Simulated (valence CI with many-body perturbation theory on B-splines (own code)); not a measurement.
## Ho LIV: electric-dipole lines

Computed by relativistic CI+MBPT: four valence electrons over a frozen Dirac-Fock core [Ne], radial functions for each j: 11 s, 11 p, 10 d, 8 f, 5 g, 2 h, with the one-electron correlation potential Σ1 (screened to all orders), the two-electron term Σ2, the three-electron term Σ3, Breit, model QED; selected single and double excitations, second order for the rest, scaled by the run's own slope (own B-spline code, finite nucleus).

The last digits are not significant, and no measured levels were compared; by estimate large intervals hold to a few tenths of a per cent, small ones and those within an open d or f shell to about a per cent. Among the levels kept, up to 580 cm⁻¹ of a level comes from second order outside the variational space, and about a tenth of that is noise between levels of different J, which matters for small intervals.

Lines 1 to 50 of 561 in falling wavelength, among levels below 1251.4 eV, chosen from the strongest by gf and those to the six lowest levels. Wavelengths and rates use the calculated energies. Electric multipoles are in the length gauge, E1 and E2 with the static RPA response of the core. Weak lines are less certain than strong ones. Lines between different terms over intervals too small for the method are left out, as are lines whose strength nearly cancels. Where a level lies close to another of its J and parity, the split of strength between their lines is uncertain. The highest levels of a list are the least certain.

Levels are named by their leading jj configuration (3d3/2^4 stands for four electrons in 3d with j = 3/2), which in mixed levels can hold well under half, so a name can repeat and another be missing. Letters in brackets count levels of one name in rising energy.

| λ vac (nm) | Upper | Lower | A (s⁻¹) | S (a.u.) with core polarisation | S without |
| --- | --- | --- | --- | --- | --- |
| 20.78 | (3s^2 3p3/2^2) J=2 | (3s 3p1/2^2 3p3/2) J=1 | 2.03e+07 | 4.49e-04 | 4.57e-04 |
| 14.61 | (3s^2 3p3/2^2) J=2 | (3s 3p1/2^2 3p3/2) J=2 | 2.41e+07 | 1.85e-04 | 1.88e-04 |
| 10.59 | (3s 3p1/2 3p3/2 3d3/2) J=4 | (3s^2 3p3/2 3d3/2) J=3 | 6.74e+09 | 3.56e-02 | 3.62e-02 |
| 10.44 | (3p1/2 3p3/2^2 3d3/2) J=4 | (3s 3p3/2^2 3d3/2) J=3 [b] | 6.13e+09 | 3.10e-02 | 3.15e-02 |
| 10.41 | (3s 3p1/2 3d3/2 3d5/2) J=5 | (3s^2 3d3/2 3d5/2) J=4 | 1.10e+10 | 6.74e-02 | 6.86e-02 |
| 9.754 | (3p1/2 3p3/2^2 3d5/2) J=5 | (3s 3p3/2^2 3d5/2) J=4 [b] | 1.03e+10 | 5.20e-02 | 5.29e-02 |
| 9.274 | (3s 3p1/2 3d3/2 3d5/2) J=3 [d] | (3s^2 3d3/2 3d5/2) J=2 | 9.33e+09 | 2.57e-02 | 2.61e-02 |
| 9.168 | (3s 3p1/2^2 3p3/2) J=2 | (3s^2 3p1/2 3p3/2) J=2 | 8.54e+09 | 1.62e-02 | 1.65e-02 |
| 9.123 | (3s 3p1/2 3d5/2^2) J=5 | (3s^2 3d5/2^2) J=4 | 2.08e+10 | 8.57e-02 | 8.71e-02 |
| 9.102 | (3p1/2^2 3d3/2^2) J=2 | (3s 3p1/2 3d3/2^2) J=1 [a] | 1.28e+10 | 2.38e-02 | 2.42e-02 |
| 9.068 | (3s 3p1/2 3p3/2 3d5/2) J=5 | (3s^2 3p3/2 3d5/2) J=4 | 1.59e+10 | 6.43e-02 | 6.53e-02 |
| 8.985 | (3s 3p1/2 3d5/2^2) J=3 [a] | (3s^2 3d5/2^2) J=2 | 1.82e+10 | 4.57e-02 | 4.64e-02 |
| 8.973 | (3p1/2^2 3d3/2 3d5/2) J=4 | (3s 3p1/2 3d3/2 3d5/2) J=3 [e] | 2.12e+10 | 6.79e-02 | 6.90e-02 |
| 8.919 | (3s 3p1/2 3p3/2^2) J=3 | (3s^2 3p3/2^2) J=2 | 1.02e+10 | 2.50e-02 | 2.55e-02 |
| 8.898 | (3s 3p1/2 3d3/2 3d5/2) J=4 [c] | (3s^2 3d3/2 3d5/2) J=4 | 1.00e+10 | 3.14e-02 | 3.19e-02 |
| 8.885 | (3s 3p1/2 3p3/2 3d5/2) J=4 [c] | (3s^2 3p3/2 3d5/2) J=3 | 8.86e+09 | 2.76e-02 | 2.80e-02 |
| 8.723 | (3s 3p1/2^2 3d5/2) J=3 | (3s^2 3p1/2 3d5/2) J=3 | 1.22e+10 | 2.80e-02 | 2.85e-02 |
| 8.691 | (3p1/2^2 3p3/2 3d5/2) J=4 | (3s 3p1/2 3p3/2 3d5/2) J=3 [c] | 1.49e+10 | 4.35e-02 | 4.42e-02 |
| 8.671 | (3s 3p1/2^2 3d5/2) J=3 | (3s^2 3p1/2 3d5/2) J=2 | 1.97e+10 | 4.43e-02 | 4.50e-02 |
| 8.635 | (3s 3p1/2^2 3p3/2) J=2 | (3s^2 3p1/2 3p3/2) J=1 | 1.08e+10 | 1.71e-02 | 1.74e-02 |
| 8.623 | (3p1/2 3p3/2^2 3d5/2) J=3 [b] | (3s 3p3/2^2 3d5/2) J=2 [b] | 1.14e+10 | 2.53e-02 | 2.57e-02 |
| 8.618 | (3s 3p1/2 3p3/2 3d3/2) J=3 [c] | (3s^2 3p3/2 3d3/2) J=3 | 1.18e+10 | 2.60e-02 | 2.65e-02 |
| 8.450 | (3p1/2 3p3/2^2 3d5/2) J=4 [b] | (3s 3p3/2^2 3d5/2) J=3 [a] | 1.04e+10 | 2.80e-02 | 2.84e-02 |
| 8.442 | (3s 3p1/2 3d5/2^2) J=2 [b] | (3s^2 3d5/2^2) J=2 | 1.94e+10 | 2.88e-02 | 2.93e-02 |
| 8.432 | (3s 3p1/2^2 3d3/2) J=1 | (3s^2 3p1/2 3d3/2) J=2 | 2.45e+10 | 2.17e-02 | 2.21e-02 |
| 8.381 | (3p1/2^2 3p3/2 3d3/2) J=3 | (3s 3p1/2 3p3/2 3d3/2) J=3 [c] | 1.65e+10 | 3.35e-02 | 3.41e-02 |
| 8.314 | (3s 3p1/2 3d5/2^2) J=4 [b] | (3s^2 3d5/2^2) J=4 | 1.72e+10 | 4.38e-02 | 4.46e-02 |
| 8.262 | (3p1/2^2 3d3/2 3d5/2) J=2 | (3s 3p1/2 3d3/2 3d5/2) J=3 [d] | 2.34e+10 | 3.26e-02 | 3.32e-02 |
| 8.255 | (3p1/2^2 3d3/2 3d5/2) J=4 | (3s 3p1/2 3d3/2 3d5/2) J=4 [c] | 1.87e+10 | 4.68e-02 | 4.76e-02 |
| 8.248 | (3p1/2 3p3/2^2 3d5/2) J=2 [a] | (3s 3p3/2^2 3d5/2) J=3 [b] | 1.61e+10 | 2.23e-02 | 2.27e-02 |
| 8.209 | (3p1/2 3p3/2^2 3d3/2) J=4 | (3s 3p3/2^2 3d3/2) J=4 | 1.35e+10 | 3.33e-02 | 3.38e-02 |
| 8.192 | (3s 3p1/2 3d3/2 3d5/2) J=3 [e] | (3s^2 3d3/2 3d5/2) J=4 | 1.81e+10 | 3.43e-02 | 3.49e-02 |
| 8.154 | (3p1/2 3p3/2^2 3d5/2) J=2 [c] | (3s 3p3/2^2 3d5/2) J=3 [c] | 1.95e+10 | 2.61e-02 | 2.65e-02 |
| 8.135 | (3p1/2^2 3d3/2^2) J=0 | (3s 3p1/2 3d3/2^2) J=1 [b] | 8.95e+10 | 2.38e-02 | 2.42e-02 |
| 8.107 | (3s 3p1/2 3d5/2^2) J=3 [b] | (3s^2 3d5/2^2) J=4 | 2.04e+10 | 3.75e-02 | 3.81e-02 |
| 8.091 | (3s 3p1/2^2 3d3/2) J=2 | (3s^2 3p1/2 3d3/2) J=2 | 1.85e+10 | 2.42e-02 | 2.46e-02 |
| 8.087 | (3p1/2^2 3p3/2 3d5/2) J=4 | (3s 3p1/2 3p3/2 3d5/2) J=4 [b] | 8.96e+09 | 2.10e-02 | 2.14e-02 |
| 8.046 | (3s 3p1/2 3p3/2 3d5/2) J=3 [d] | (3s^2 3p3/2 3d5/2) J=3 | 1.64e+10 | 2.95e-02 | 3.00e-02 |
| 8.028 | (3s 3p1/2^2 3d5/2) J=2 | (3s^2 3p1/2 3d5/2) J=3 | 2.73e+10 | 3.49e-02 | 3.55e-02 |
| 8.001 | (3p1/2^2 3d3/2 3d5/2) J=3 | (3s 3p1/2 3d3/2 3d5/2) J=3 [c] | 3.31e+10 | 5.86e-02 | 5.96e-02 |
| 7.995 | (3p1/2 3p3/2^2 3d3/2) J=3 [a] | (3s 3p3/2^2 3d3/2) J=3 [a] | 1.64e+10 | 2.89e-02 | 2.94e-02 |
| 7.922 | (3p1/2^2 3p3/2 3d5/2) J=2 | (3s 3p1/2 3p3/2 3d5/2) J=2 [b] | 2.80e+10 | 3.43e-02 | 3.49e-02 |
| 7.734 | (3p1/2^2 3d3/2 3d5/2) J=2 | (3s 3p1/2 3d3/2 3d5/2) J=2 [b] | 2.85e+10 | 3.26e-02 | 3.31e-02 |
| 7.727 | (3s 3p1/2^2 3p3/2) J=1 | (3s^2 3p1/2 3p3/2) J=2 | 3.24e+10 | 2.21e-02 | 2.25e-02 |
| 7.709 | (3p1/2^2 3p3/2 3d5/2) J=2 | (3s 3p1/2 3p3/2 3d5/2) J=3 [b] | 2.21e+10 | 2.50e-02 | 2.55e-02 |
| 7.614 | (3p1/2^2 3d3/2^2) J=2 | (3s 3p1/2 3d3/2^2) J=3 | 4.73e+10 | 5.15e-02 | 5.24e-02 |
| 7.607 | (3s 3p1/2 3p3/2^2) J=2 [b] | (3s^2 3p3/2^2) J=2 | 1.86e+10 | 2.02e-02 | 2.05e-02 |
| 7.574 | (3p1/2 3p3/2^3) J=1 | (3s 3p3/2^3) J=2 | 3.46e+10 | 2.22e-02 | 2.26e-02 |
| 7.440 | (3s 3p1/2 3d3/2 3d5/2) J=3 [a] | (3s 3p1/2 3p3/2 3d5/2) J=4 [b] | 1.88e+10 | 2.68e-02 | 2.72e-02 |
| 7.438 | (3p1/2 3p3/2^2 3d5/2) J=3 [a] | (3s 3p3/2^2 3d5/2) J=4 [a] | 2.49e+10 | 3.54e-02 | 3.60e-02 |
